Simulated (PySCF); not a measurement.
**Two-component Hartree-Fock for Tl²⁺ (thallium, charge +2)**

Start: [Xe] 4f14 5d9 6s1 6p1; 5d3/2 filled at m_j = -3/2, -1/2, +1/2, +3/2; 5d5/2 filled at m_j = -3/2, -1/2, +1/2, +3/2, +5/2; 6s1/2 filled at m_j = +1/2; 6p3/2 filled at m_j = +3/2. Calculated with PySCF 2.14 in x2c-SVPall-2c with one added diffuse shell each of s, p type (8s12p7d2f, 93 functions): generalised Hartree-Fock with the X2C-1e Hamiltonian and a Gaussian nucleus; one run each with spin-orbit coupling (SO) switched off, then screened by Boettger's factors. This is a chosen level, not necessarily the ground level.

| spinor shell | electrons | ε, spin-free (eV) | ε, screened SO (eV) | weight of nominal j (screened SO) | rms radius, screened SO (bohr) |
| --- | --- | --- | --- | --- | --- |
| 1s1/2 | 2 | -86040.0 | -86004.0 | 1.000 | 0.0184 |
| 2s1/2 | 2 | -15500.9 | -15489.5 | 1.000 | 0.0743 |
| 2p1/2 | 2 | -13354.0 | -14846.7 | 1.000 | 0.0628 |
| 2p3/2 | 4 | -13354.0 | -12775.0 | 1.000 | 0.0710 |
| 3s1/2 | 2 | -3794.3 | -3790.6 | 1.000 | 0.189 |
| 3p1/2 | 2 | -3166.8 | -3501.5 | 1.000 | 0.181 |
| 3p3/2 | 4 | -3166.8 | -3034.1 | 1.000 | 0.197 |
| 3d3/2 | 4 | -2504.3 | -2561.7 | 1.000 | 0.174 |
| 3d5/2 | 6 | -2504.3 | -2462.8 | 1.000 | 0.178 |
| 4s1/2 | 2 | -906.85 | -905.80 | 1.000 | 0.416 |
| 4p1/2 | 2 | -697.45 | -779.92 | 1.000 | 0.420 |
| 4p3/2 | 4 | -697.45 | -664.68 | 1.000 | 0.454 |
| 4d3/2 | 4 | -445.99 | -458.46 | 1.000 | 0.468 |
| 4d5/2 | 6 | -445.99 | -436.86 | 1.000 | 0.474 |
| 5s1/2 | 2 | -177.96 | -177.96 | 1.000 | 0.938 |
| 4f5/2 | 6 | -166.26 | -168.44 | 0.999 | 0.512 |
| 4f7/2 | 8 | -166.26 | -163.92 | 0.999 | 0.513 |
| 5p1/2 | 2 | -117.65 | -133.61 | 0.999 | 1.01 |
| 5p3/2 | 4 | -117.65 | -111.56 | 0.999 | 1.09 |
| 5d3/2 | 4 | -46.208 | -47.776 | 0.940 | 1.42 |
| 5d5/2 | 5 | -46.208 | -45.307 | 0.952 | 1.44 |
| 6s1/2 | 1 | -32.930 | -32.990 | 0.998 | 2.40 |
| 6p3/2 | 1 | -22.376 | -21.709 | 1.000 | 3.04 |

```json
{"quantity": "E (hartree)", "spin-free": "-20227.64067", "screened SO": "-20262.33637"}
{"quantity": "M_J", "spin-free": "9/2", "screened SO": "9/2"}
{"quantity": "⟨J²⟩", "spin-free": "24.763", "screened SO": "24.762"}
{"quantity": "⟨L²⟩", "spin-free": "12.011", "screened SO": "12.180"}
{"quantity": "⟨S²⟩", "spin-free": "3.752", "screened SO": "3.928"}
```

Each row is a mean over spinors that exchange with the open shell spreads, by up to 5.938 eV (5p3/2).

Breit and QED terms are absent; they matter most for the inner s and p1/2 levels.

Densities and radii are taken from the X2C orbitals without a picture-change correction, which distorts them close to the nucleus.

Without spin-orbit coupling the j labels of p, d and f shells carry no meaning; the spin-free column gives the mean over the occupied spinors of each nl shell.
